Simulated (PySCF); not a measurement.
C3H3, SMILES C#C[CH2], multiplicity 2.

The structure is a stationary point at ωB97X-D3(BJ)/def2-TZVP. The isomer is the one that the SMILES or the coordinates give; other isomers of the formula were not compared.

Calculation: PySCF with ωB97X/def2-TZVPD.

Gas-phase values at a fixed geometry.

Computed frontier levels, dipole moment and polarisability:
α spin, highest occupied and lowest empty level: -8.58 and 2.01 eV
β spin, highest occupied and lowest empty level: -10.38 and -0.38 eV
dipole moment: 0.13 D
quadrupole, principal values (traceless, Buckingham form, about the centre of nuclear charge): -4.74, -1.94, 6.69 D·Å
mean static polarisability: 37.9 bohr³ (5.62 Å³)
polarisability, principal values: 26.8, 28.0, 59.0 bohr³
⟨S²⟩: 0.784 (pure state 0.75)
